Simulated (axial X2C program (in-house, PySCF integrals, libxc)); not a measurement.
## Worked dissociation energy of KPb: PBE0, without spin–orbit coupling

Calculated with an in-house all-electron X2C program for linear molecules (integrals from PySCF). Spin-free means the one-electron spin-free X2C Hamiltonian. Basis: Pb dyall-cv3z [12s14p10d7f1g], K dyall-cv3z [11s12p6d3f] (cores contracted in-house); Gaussian nuclei, density fitting, unrestricted open shells. Masses: Pb 207.977 u, K 38.964 u.

Molecular state: M_S = 3/2, Λ = 0 (beyond evenly filled blocks: σα, π+α, π-α).

| Property | Result |
| --- | --- |
| E(Pb) (2M_S = 2, M_L = 0) | -20885.978335 hartree |
| E(K) (2M_S = 1, M_L = 0) | -602.066600 hartree |
| E(KPb) at Re | -21488.091358 hartree |
| ωe | 124.4 cm⁻¹ |

Problem. Work out De and D0.

Solution. De = -20885.978335 + (-602.066600) − (-21488.091358) = 0.04642 hartree = 1.263 eV. The zero-point energy is ωe/2 = 62 cm⁻¹ = 0.008 eV, so D0 = 1.256 eV.

Occupations by symmetry block were frozen at the best pattern of an incomplete PBE0 search. De is counted from the lowest determinant-based energies of the atoms at the same level, without counterpoise correction. PBE0 can misorder states that lie within some tenths of an eV, so this need not be the ground state of the molecule. The nearest other spin-free determinant of the search, M_S = 1/2, Λ = 0, lies 0.44 eV up at the distance of the search. Spin-free De lacks the spin–orbit lowering of the heavy p-block atom, a tenth of an eV or more for 4p and 5p, up to an eV for 6p and one to two eV for 7p atoms, less what an open-shell molecule gains itself. With spin–orbit coupling the lowest determinant has another configuration, so this spin-free state is a model.

Each atomic determinant is the lowest at this level and need not be a pure term. Totals compare only within one Hamiltonian and basis.
